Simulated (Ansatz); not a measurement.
Consider the ligand exchange at a B–N bond: `B[NH][GeH3]` + `[AlH2][SH]` → `B[S][AlH2]` + `[NH2][GeH3]`.

Computed with Ansatz on PBE0-D4/def2-TZVP structures; ΔE is electronic, products minus reactants. CCSD(T)/CBS is the MP2 limit (def2-TZVPP, def2-QZVPP) plus CCSD(T) − MP2 in def2-TZVPP, frozen cores. This one scheme is used for every species. DFT in def2-TZVPP. For Ge outer-core shells are correlated without core-valence functions, which leaves a few kJ/mol of doubt a bond. Scalar relativity is left out up to krypton.

```tsv
level	ΔE (kcal/mol)
ωB97X-V	16.2
HF/def2-SVP	18.5
MP2/def2-SVP	18.1
SCS-MP2/def2-TZVPP	16.4
```

Task: What does CCSD(T)/CBS give? (Best estimate.)

Result: Ansatz gave: +15.8 kcal/mol. The listed levels differ from it by 0.4, 2.7, 2.3, 0.6 kcal/mol.

Largest T1 diagnostic among the species: 0.014.

Leaving LDA and LC-ωPBE aside and taking each functional with its dispersion term where it has one, the values, not all of them listed here, spread over 3.1 kcal/mol, from revPBE-D4 to CAM-B3LYP-D4. LDA lies +2.1 kcal/mol from PBE without D4. At CCSD(T), def2-SVP lies +2.8 kcal/mol from the extrapolated value and def2-TZVPP +0.7 kcal/mol.
